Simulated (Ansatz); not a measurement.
`[F][AlH][CH2][SiH3]` + `N[SiH3]` → `[F][AlH][NH][SiH3]` + `C[SiH3]` at 600 K and 1 bar (ligand exchange at the Al–C bond).

Computed with Ansatz on PBE0-D4/def2-TZVP structures; ΔE is electronic, products minus reactants. CCSD(T)/CBS is the MP2 limit (def2-TZVPP, def2-QZVPP) plus CCSD(T) − MP2 in def2-TZVPP, frozen cores. This one scheme is used for every species. Each species was taken in one conformer, which may not be the lowest.

```csv
species,CCSD(T)/CBS energy (Eh),H − E (kJ/mol),S (J/(mol·K))
`[F][AlH][CH2][SiH3]`,-672.62924,220.8,446.0
`N[SiH3]`,-346.80422,170.6,320.8
`[F][AlH][NH][SiH3]`,-688.73064,191.6,424.6
`C[SiH3]`,-330.73916,199.7,315.0
```

H − E and S are ideal-gas, rigid-rotor, harmonic terms from PBE0-D4/def2-TZVP, for one conformer and one mirror image of each species. 1 Eh = 2625.50 kJ/mol, R = 8.31446 J/(mol·K).

Question: By hand: ΔE, ΔH, ΔS and ΔG.

Answer: ΔE = (-688.73064) + (-330.73916) − (-672.62924) − (-346.80422) = -0.03634 Eh = -95.4 kJ/mol. Δ(H − E) = 191.6 + 199.7 − 220.8 − 170.6 = -0.1, so ΔH = -95.5 kJ/mol. ΔS = 424.6 + 315.0 − 446.0 − 320.8 = -27.2 J/(mol·K). ΔG = -95.5 − 600 × (-27.2)/1000 = -79.2 kJ/mol.

Question: By hand: the equilibrium constant, and the temperature at which ΔG would vanish if ΔH and ΔS stayed fixed.

Answer: log₁₀ K = −ΔG/(RT ln 10) = 6.9. ΔG = 0 at ΔH/ΔS = 3511 K, far beyond where these terms or the molecules hold.

ΔH outweighs TΔS. A doubt of 5 kJ/mol in ΔE shifts log₁₀ K by 0.4 here. Other conformers and mirror images would add mixing entropy, several J/(mol·K) or more a flexible species. Modes under 60 cm⁻¹, often nearly free rotors, make the harmonic entropy too high. These are equilibria of isolated gas molecules and say nothing of rates. Largest T1 diagnostic: 0.012 (customary marks: 0.02 for closed shells, 0.045 for open ones).
